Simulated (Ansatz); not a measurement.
**One step, two centres**

Four-centre ligand exchange, with the central atom changed down its group and all else kept; in the first member these bonds form or tighten: H–N, S–Si; these break or loosen: H–S, N–Si.

Gas-phase electronic energies, without zero-point energy, by CCSD(T) at an estimated basis limit (MP2 extrapolated from triple and quadruple zeta, plus CCSD(T) − MP2 in triple zeta); Ansatz 0.2.0, def2-TZVPP and QZVPP, frozen cores, core potentials past krypton, on PBE0-D4/def2-TZVP structures. Extrapolation: Hartree–Fock as exp(−7.88 √X), correlation as X^−2.97. All energies, in kcal/mol, count from the separated reactants, without counterpoise correction; the start and end structures are the complexes reached by relaxing down from the saddle, and deeper ones may exist. Brackets give SMILES, or, where every atom is bracketed, only which atoms are joined. Steps whose reference was doubtful or whose search ended elsewhere are left out.

| reactants | products | start structure | saddle | end structure | saddle by PBE-D4/TZ |
| --- | --- | --- | --- | --- | --- |
| SiNH₅ ([NH2][SiH3]) + H₂S | SiH₄S ([SiH3][SH]) + NH₃ | -2.67 | 19.05 | -6.98 | 11.43 |
| SnNH₅ ([NH2][SnH3]) + H₂S | SnH₄S ([SH][SnH3]) + NH₃ | -4.02 | ? | -20.99 | -0.20 |

Task: What is the height of the saddle for SnNH₅ ([NH2][SnH3]) + H₂S? (Judge from chemistry; the value comes from the calculation.)

Result: By the calculation: 6.31 kcal/mol relative to the separated reactants, the lower of the two; above its start structure the barrier is 6.31 − (-4.02) ≈ 10.33 kcal/mol.

The saddle falls down the group: the larger centre, with longer and weaker bonds, takes on an extra partner at less cost.

Task: How do the PBE-D4 saddles lie against the coupled-cluster estimate?

Result: Both lower, by 6.51 to 7.62 kcal/mol.

T1 diagnostic: at most 0.013. The filled d shells of Sn are correlated in sets not built for that, so values that involve them are less sure.

For scale, one of the runs: CCSD(T)/def2-TZVPP, 221 basis functions, launched by `ansatz run in.yaml --threads 4 --pin off --events-out ev --progress --plain --max-ram 9574MiB`. Time: 110 s of wall clock on 4 CPU threads of an Arm Neoverse V1; the host was shared. Peak host memory: 3.7 GiB.
